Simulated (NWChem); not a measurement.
# GaNH$_{2}$BrF; SMILES [NH2][Ga]([F])[Br]

```xyz
6

Ga     0.0161     0.7555    -0.0201
F      1.5755     1.5354     0.0821
Br    -0.0265    -1.5092    -0.0112
N     -1.4412     1.7852    -0.1261
H     -2.3814     1.4175    -0.1872
H     -1.4021     2.7964    -0.1280
```
Atoms are numbered in this order, from 1.

Program: NWChem. The geometry was optimised at PBE0/def2-SVP. GIAO values for the isolated, static molecule; σ is the absolute isotropic shielding, δ = σ(reference) − σ with the isolated reference molecule computed at the same levels (19F: trichlorofluoromethane, 1H: tetramethylsilane, 15N: ammonia). Spin-orbit effects, on the heavy nuclei and on their neighbours, are missing.

```
level          σ Ga1 (ppm)  δ F2 (ppm)  σ Br3 (ppm)  δ N4 (ppm)  δ H5 (ppm)  δ H6 (ppm)
-------------  -----------  ----------  -----------  ----------  ----------  ----------
PBE/pcSseg-1           ___         ___          ___         ___         ___         ___
PBE0/pcSseg-1       1426.2      -158.2       2738.7        33.2        1.60        1.51
KT2/pcSseg-1        1415.8      -161.6       2664.7        40.8        1.81        1.71
```

**Question.** Some entries are withheld; supply them.

**Answer.** 
- PBE/pcSseg-1, σ Ga1 (ppm): 1355.9
- PBE/pcSseg-1, δ F2 (ppm): -154.6
- PBE/pcSseg-1, σ Br3 (ppm): 2644.0
- PBE/pcSseg-1, δ N4 (ppm): 43.3
- PBE/pcSseg-1, δ H5 (ppm): 1.74
- PBE/pcSseg-1, δ H6 (ppm): 1.62
